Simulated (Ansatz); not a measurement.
Reaction (formal hydrolysis of the Al–C bond): `[CH3][AlH][CH]=N` + H₂O → `[CH3][AlH][OH]` + `C=N`

Calculated with Ansatz (gas phase, PBE0-D4/def2-TZVP geometries, no zero-point term in ΔE). CCSD(T)/CBS is the MP2 limit (def2-TZVPP, def2-QZVPP) plus CCSD(T) − MP2 in def2-TZVPP, frozen cores. This one scheme is used for every species. DFT in def2-TZVPP. Each species was taken in one conformer, which may not be the lowest.

`[CH3][AlH][CH]=N`:

```xyz
10

C     1.089    0.368   -1.327
Al    0.767    0.087    0.567
C    -1.075   -0.342    1.171
N    -1.945   -0.423    0.239
H     1.481    1.373   -1.517
H     0.171    0.241   -1.904
H     1.839   -0.333   -1.711
H     1.920    0.186    1.662
H    -1.369   -0.507    2.222
H    -2.878   -0.648    0.599
```

H₂O:

Cartesian coordinates in Å:
```
O 0.157 -0.352 0.056
H -0.774 -0.121 0.059
H 0.618 0.473 -0.115
```

`[CH3][AlH][OH]`:

Z-matrix (Å, degrees):
```
C
Al 1 1.941
H 1 1.092 2 111.9
H 1 1.095 2 111.0 3 120.7
H 1 1.095 2 111.2 3 -121.1
O 2 1.701 1 117.6 3 -3.3
H 2 1.589 1 124.2 3 176.8
H 6 0.956 2 122.5 1 -179.8
```

`C=N`:

Z-matrix (Å, degrees):
```
C
N 1 1.261
H 1 1.096 2 124.9
H 1 1.092 2 118.8 3 -180.0
H 2 1.021 1 111.0 3 -0.0
```

Is it downhill or uphill in electronic energy at CCSD(T)/CBS, and by how much? (Estimate.)

Ansatz gave: Downhill: ΔE = -35.9 kcal/mol.

What do these levels give: ωB97M-V, B2PLYP, PBE, SCS-MP2/def2-TZVPP, HF/def2-QZVPP, CCSD/CBS(def2)? (Estimate.)

Computed: ωB97M-V -36.5, B2PLYP -38.0, PBE -35.4, SCS-MP2/def2-TZVPP -37.7, HF/def2-QZVPP -39.3, CCSD/CBS(def2) -36.4 kcal/mol.

What do rigid-rotor, harmonic-oscillator terms from PBE0-D4/def2-TZVP frequencies (298.15 K, 1 bar) make of the CCSD(T)/CBS value? (Best estimate.)

The calculation gave: ΔZPE = +1.3 kcal/mol, ΔH = -35.4 kcal/mol, ΔS = -2 J/(mol·K), ΔG = -35.3 kcal/mol. Modes under 50 cm⁻¹ make the entropy rough.

Largest T1 diagnostic among the species: 0.012.

At CCSD(T), def2-SVP lies −1.5 kcal/mol from the extrapolated value and def2-TZVPP −0.7 kcal/mol. Leaving LDA and LC-ωPBE aside and taking each functional with its dispersion term where it has one, the values, not all of them listed here, spread over 3.9 kcal/mol, from B2PLYP to revPBE-D4. In def2-TZVPP, CCSD(T) changes the Hartree–Fock value by +2.7 kcal/mol (the triples alone add +0.5 kcal/mol) and MP2 by +1.9 kcal/mol.
